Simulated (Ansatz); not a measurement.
## Relative stability

Two relaxed structures of BH₂SeO (charge +1), closed shell (PBE0-D4/def2-TZVP; forces vanish, vibrations not checked).

A:

```json
{"atom": "O1", "x (Å)": "-0.5270", "y (Å)": "0.7433", "z (Å)": "-0.0291"}
{"atom": "B2", "x (Å)": "0.2064", "y (Å)": "-0.1905", "z (Å)": "0.3706"}
{"atom": "Se3", "x (Å)": "1.1688", "y (Å)": "-1.6114", "z (Å)": "1.0524"}
{"atom": "H4", "x (Å)": "-0.3650", "y (Å)": "1.6398", "z (Å)": "-0.3556"}
{"atom": "H5", "x (Å)": "1.2556", "y (Å)": "-2.1440", "z (Å)": "-0.3274"}
```

B:

O1  (-0.374, 0.467, -0.357)
B2  (0.388, -0.484, 0.370)
Se3  (1.301, -1.624, 1.242)
H4  (-0.278, 1.430, -0.228)
H5  (-1.037, 0.211, -1.027)
(Å)

Computed with Ansatz 0.2.0 (basis: def2-TZVPP); correlated methods freeze the cores. Filled d shells of the heavier atoms are correlated. The def2 sets are not built for correlating such inner shells, so the correlated values are less sure here. B3LYP uses VWN-RPA correlation.

Question: Which structure is lower at CCSD(T), and by how much? (To be estimated.)

Answer: By the calculation: A, by 28.54 kcal/mol (electronic energy, against the other). By their contacts, A is BH₂SeO ([OH][B][SeH]), total charge +1 and B is BH₂SeO ([OH2][B][Se]), total charge +1.

All methods give the same order:

```csv
method,E(B) − E(A) (kcal/mol)
PBE-D4,30.43
r2SCAN-D4,31.48
PBE0-D4,31.15
B3LYP-D4,31.72
wB97M-V,32.48
HF,36.44
MP2,27.30
CCSD,30.20
CCSD(T),28.54
```

T1 diagnostic: at most 0.015.

Labels in which every atom is bracketed show which atoms are joined, not bond orders.

For scale, one of the runs: CCSD(T)/def2-TZVPP, 138 basis functions, launched by `ansatz run in.yaml --threads 2 --pin off --events-out ev --progress --plain --max-ram 4352MiB`. Hardware: 2 CPU threads of an Arm Neoverse N1, shared host. Wall time 31 s; peak host memory 0.78 GiB.
